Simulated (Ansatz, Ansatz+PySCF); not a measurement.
```yaml
atoms:
  - { symbol: C, position_ang: [-0.4511, 0.0951, -0.5362] }
  - { symbol: C, position_ang: [0.7445, -0.4366, -0.2158] }
  - { symbol: C, position_ang: [-0.2384, 0.2845, 0.7597] }
  - { symbol: H, position_ang: [-1.2440, 0.2874, -1.3266] }
  - { symbol: H, position_ang: [1.7901, -0.3504, -0.5493] }
  - { symbol: H, position_ang: [-0.4512, 0.9514, 1.6663] }
```

Basis set: def2-SVP (spherical functions). Left uncorrelated: 3 orbitals. Charge 0, multiplicity 2.

Computed with Ansatz (development build ahead of 0.2.0); each method stands on the lowest determinant of its kind that the runs found.

The atomization energy at this shape (free ground-state atoms in the same class of orbitals less the molecule, no zero-point energy) of doublet C₃H₃:

```tsv
method	atomization energy
UHF-MP2	545.86 kcal/mol
```

Problem. What does UHF give?

Solution. 414.74 kcal/mol. Caution: the shape is not the minimum; the unrestricted determinant is spin contaminated.
